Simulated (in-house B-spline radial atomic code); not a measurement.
OLYP excitations of the tellurium ion Te⁶⁺

Method: OLYP. Computed with an all-electron radial atomic-structure program (B-spline basis): linear response of the closed shell [Kr] 4d10 with the functional's adiabatic kernel; scalar-relativistic (spin-free one-electron X2C), finite nucleus, no spin-orbit coupling, no double excitations, S, P, D and F terms only; shells from n = 2 respond. Only terms of natural parity with L up to 3 were computed.

Command:
```bash
python run_td.py task.json out
```
Settings (radii: box in bohr, nucleus in fm):
```
Z                        52
electrons                46
configuration            [Kr] 4d10
hamiltonian              x2c
method                   optx,lyp
box_radius               14.35
rms_radius               4.7423
intervals                70
```

Cost of the run: 1.7 s on 1 thread of Intel(R) Xeon(R) Platinum 8375C CPU @ 2.90GHz (Ice Lake), with other jobs on the host.

The lowest states, in the order of their Tamm-Dancoff energies; the method's threshold (minus the highest occupied level) is 114.18 eV. Labels give the largest channel, * marks a mixed state, and oscillator strengths are full-response dipole values. Semilocal kernels can invert the small singlet-triplet splittings of Rydberg terms. Energies in eV:

```json
{"state": "4d → 5s 3D", "full response": "36.04", "Tamm-Dancoff": "36.07", "oscillator strength": "-"}
{"state": "4d → 5s 1D", "full response": "36.96", "Tamm-Dancoff": "36.97", "oscillator strength": "-"}
{"state": "4d → 5p 3P", "full response": "48.80", "Tamm-Dancoff": "48.84", "oscillator strength": "-"}
{"state": "4d → 5p 3F", "full response": "48.93", "Tamm-Dancoff": "48.96", "oscillator strength": "-"}
{"state": "4d → 5p 1F", "full response": "49.58", "Tamm-Dancoff": "49.58", "oscillator strength": "-"}
{"state": "4d → 5p 1P", "full response": "50.69", "Tamm-Dancoff": "50.76", "oscillator strength": "0.875"}
{"state": "4d → 5d 3S", "full response": "67.04", "Tamm-Dancoff": "67.08", "oscillator strength": "-"}
{"state": "4d → 5d 3D", "full response": "67.33", "Tamm-Dancoff": "67.34", "oscillator strength": "-"}
{"state": "4d → 4f 3P", "full response": "?", "Tamm-Dancoff": "?", "oscillator strength": "-"}
{"state": "4d → 5d 1D", "full response": "67.95", "Tamm-Dancoff": "67.97", "oscillator strength": "-"}
{"state": "4d → 4f 3F", "full response": "68.23", "Tamm-Dancoff": "68.27", "oscillator strength": "-"}
{"state": "4d → 4f 1F", "full response": "70.21", "Tamm-Dancoff": "70.26", "oscillator strength": "-"}
{"state": "4d → 5d 1S", "full response": "72.32", "Tamm-Dancoff": "72.83", "oscillator strength": "-"}
{"state": "4d → 6s 3D", "full response": "74.80", "Tamm-Dancoff": "74.81", "oscillator strength": "-"}
{"state": "4d → 6s 1D", "full response": "75.07", "Tamm-Dancoff": "75.07", "oscillator strength": "-"}
{"state": "4d → 4f 1P", "full response": "?", "Tamm-Dancoff": "?", "oscillator strength": "?"}
```

Question: Where does 4d → 4f 1P lie?

Answer: At 77.44 eV in full response, 78.11 eV in Tamm-Dancoff, oscillator strength 3.91.

Question: Where does 4d → 4f 3P lie?

Answer: At 67.33 eV in full response, 67.38 eV in Tamm-Dancoff.

Question: How large is the singlet-triplet splitting of 4d → 5s (D terms) in Tamm-Dancoff?

Answer: 0.899 eV, from the unrounded values.

Question: What polarisabilities and dispersion coefficient does the method give?

Answer: Dipole 1.33 bohr³, quadrupole 1.89 bohr⁵, C6 4.079 hartree·bohr⁶ for two such species.
